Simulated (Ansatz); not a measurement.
CH₄BNO, SMILES `BOC=N`, relaxed with RKS PBE-D4/def2-SVP in the Gaussian-basis code of Ansatz from a rough embedded geometry. The force threshold is 0.03 eV/Å; the program also tests the step.

Charge 0, multiplicity 1.

Start:

```xyz
8

B    -0.607    0.561   -1.286
O     0.142    0.961   -0.141
C     0.500    0.067    0.862
N     0.252   -1.121    0.875
H    -0.990   -0.565   -1.496
H    -0.917    1.382   -2.171
H     1.108    0.492    1.728
H     0.511   -1.777    1.629
```

Question: How much energy does the relaxation release, and in how many steps? (Estimate.)

Answer: The calculation gave: 0.51 eV, in 15 steps, 2 of them rejected.

Question: Which bonds change most? (Best estimate.)

Answer: The calculation gave: C3–N4 from 1.214 to 1.268 Å; B1–O2 from 1.425 to 1.371 Å; B1–H6 from 1.247 to 1.214 Å; C3–H7 from 1.141 to 1.112 Å.

Question: Give the relaxed structure. (An estimate is asked.)

Answer: The calculation gave: 
```xyz
8

B    -0.579    0.553   -1.282
O    -0.027    0.902   -0.077
C     0.477    0.000    0.822
N    -0.094   -1.111    1.041
H    -0.459   -0.580   -1.704
H    -1.127    1.455   -1.882
H     1.382    0.416    1.319
H     0.426   -1.634    1.763
```
